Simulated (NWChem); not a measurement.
Molecule: 1,2,4-triazole (C2H3N3); SMILES c1nc[nH]n1

```xyz
8

C      1.0677     0.3587     0.0000
N      0.0111     1.2258     0.0000
C     -1.0356     0.4091     0.0000
N     -0.6056    -0.8825     0.0000
N      0.7436    -0.9374     0.0000
H      2.1156     0.6857     0.0000
H     -2.0958     0.6936     0.0000
H     -1.1514    -1.7467     0.0000
```
Atoms are numbered in this order, from 1.

Computed with NWChem. The geometry was optimised at PBE-D3(BJ)/def2-SVP. B3LYP is NWChem's, with the RPA form of VWN correlation. Level: B3LYP/def2-SVP with SMD (1 M gas to 1 M solution), gas-phase geometry.

Task: Order these by “solvation free energy (kcal/mol)”, lowest first: n-hexane; 1-octanol; ethyl acetate.

Result: ethyl acetate (-11.2), 1-octanol (-9.5), n-hexane (-7.9)
